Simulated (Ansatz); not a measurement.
Ansatz (a first-principles code) input:
A basis named .json is the Basis Set Exchange file of that set.

Ansatz 0.2 input:
```yaml
crystal:
  periodic: [false, false, false]
  atoms:
    - {symbol: B, position_ang: [-0.00000000, -0.00000000, -0.57607965]}
    - {symbol: O, position_ang: [-0.00000000, -0.00000000, -1.85962095]}
    - {symbol: Cl, position_ang: [0.00000000, 0.00000000, 1.04455093]}
basis:
  gaussian:
    orbitals: aug-cc-pV_D+d_Z.json
total_charge: 1
magnetization: {spin_polarized: true, initial_magnetization: 1}
correlation: {method: ccsd_t, electrons: outside_noble_gas}
output: {forces: true}
```

Q: Which total energy does the run end on?

A: -559.14485 Eh (CCSD(T)/aug-cc-pV(D+d)Z). The basis has 78 functions.
